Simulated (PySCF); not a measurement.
Species: C₄H₃IO.
Numbering: `[I:1][c:2]1[cH:3][cH:4][o:5][cH:6]1` (hydrogens: H7 on C3; H8 on C4; H9 on C6)

Method: PBE0-D3(BJ)/def2-SVP geometry optimisation, gas phase, def2 core potentials past Kr (PySCF 2.14.0); density fitting, grid level 1; the optimiser is geomeTRIC in internal coordinates, started from a GFN2-xTB structure with every atom displaced at random (about 0.01 Å).

Step 0: E = -14332.4158 eV
```
atom  x, y, z in Å  |  force x, y, z in eV/Å
I1      2.6873    0.2277   -0.1094   -0.591  -0.073   0.041
C2      0.6182   -0.1552    0.0183    1.013   0.209  -0.089
C3     -0.4462    0.7936    0.0938    2.549   1.009  -0.081
C4     -1.5315    0.0600    0.1670   -3.419  -0.812   0.116
O5     -1.2892   -1.2631    0.1273    0.004   0.226   0.096
C6      0.0401   -1.3779    0.0435    0.443  -0.360  -0.031
H7     -0.3208    1.8605    0.1071   -0.184   0.490  -0.001
H8     -2.5802    0.3464    0.2393    0.026  -0.084  -0.001
H9      0.4596   -2.3629    0.0253    0.160  -0.606  -0.049
```

Step 1: E = -14332.5368 eV
```
atom  x, y, z in Å  |  force x, y, z in eV/Å
I1      2.6709    0.2528   -0.1204    0.003  -0.040   0.021
C2      0.6448   -0.1619    0.0272    0.077   0.002  -0.027
C3     -0.4056    0.8008    0.1011   -0.566  -0.188  -0.006
C4     -1.5642    0.0673    0.1572    0.703   0.151   0.047
O5     -1.2812   -1.2495    0.1318   -0.020  -0.083  -0.018
C6      0.0568   -1.3939    0.0498   -0.111   0.068   0.024
H7     -0.3181    1.8827    0.1106    0.042   0.056  -0.012
H8     -2.6101    0.3396    0.2332   -0.127   0.012  -0.013
H9      0.4442   -2.4088    0.0218    0.000   0.022  -0.016
```

Question: Estimate the geometry and energy of step 2. (The exact step hangs on the optimiser's Hessian estimate; all steps are aligned on step 1, rigid shifts and turns removed.)

Answer: E = -14332.5392 eV, largest force 0.286 eV/Å
```
atom  x, y, z in Å  |  force x, y, z in eV/Å
I1      2.6750    0.2324   -0.1076   -0.002  -0.002   0.008
C2      0.6431   -0.1550    0.0258    0.018  -0.070  -0.066
C3     -0.4117    0.8075    0.0954   -0.147  -0.195   0.056
C4     -1.5533    0.0629    0.1655   -0.175   0.226  -0.017
O5     -1.2831   -1.2552    0.1328    0.147   0.147   0.021
C6      0.0535   -1.3869    0.0470    0.127  -0.105   0.016
H7     -0.3276    1.8914    0.0985    0.006  -0.016   0.005
H8     -2.6041    0.3313    0.2411   -0.003   0.016  -0.014
H9      0.4457   -2.3992    0.0138    0.030   0.001  -0.008
```

The energy changes by -0.0024 eV. The first-order estimate −F·Δx gives -0.0115 eV and the mean of the old and new forces, exact on a quadratic surface, -0.0024 eV. The step makes an angle of 73° with the force vector and moves no atom by more than 0.024 Å.

What follows is the cost of the whole optimisation. Time: 31 s of wall time; peak memory 0.47 GiB. Hardware: an Intel Xeon 6975P-C with one thread (shared host).
